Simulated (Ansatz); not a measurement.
C2H8Si2 can be A, `[SiH3]/C=C/[SiH3]`, or B, `C=C[SiH2][SiH3]`.

Computed with Ansatz on PBE0-D4/def2-TZVP structures; ΔE is electronic, products minus reactants. CCSD(T)/CBS is the MP2 limit (def2-TZVPP, def2-QZVPP) plus CCSD(T) − MP2 in def2-TZVPP, frozen cores. This one scheme is used for every species. DFT in def2-TZVPP. B3LYP here is the variant with VWN-RPA as its local correlation; programs differ in this. Each species was taken in one conformer, which may not be the lowest.

**Question.** Which isomer does CCSD(T)/CBS put lower? Give the gap. (Best estimate.)

**Answer.** The calculation gave: B, by 2.6 kJ/mol.

**Question.** Give E(B) − E(A) in kJ/mol with CCSD(T)/def2-TZVPP, ωB97M-V, B2PLYP, r2SCAN-D4, LDA (SPW92), B3LYP-D4, MP2/def2-TZVPP. (Estimate.)

**Answer.** Ansatz gave: CCSD(T)/def2-TZVPP -2.3, ωB97M-V 0.6, B2PLYP -0.6, r2SCAN-D4 -7.5, LDA (SPW92) -11.2, B3LYP-D4 -3.6, MP2/def2-TZVPP 3.4. The order is the other way round with ωB97M-V, MP2/def2-TZVPP.

**Question.** Does the order hold for the free energy at 298.15 K (harmonic terms from PBE0-D4)? (An estimate is asked.)

**Answer.** Computed: Too close to call: G(B) − G(A) = -0.7 kJ/mol, for one conformer each.

Largest T1 diagnostic: 0.013.

Leaving LDA and LC-ωPBE aside and taking each functional with its dispersion term where it has one, the values, not all of them listed here, spread over 14.4 kJ/mol, from PBE-D4 to ωB97M-V. From BLYP to BHLYP (50 % exact exchange), in def2-TZVPP and without D4, E(B) − E(A) moves by +4.9 kJ/mol.
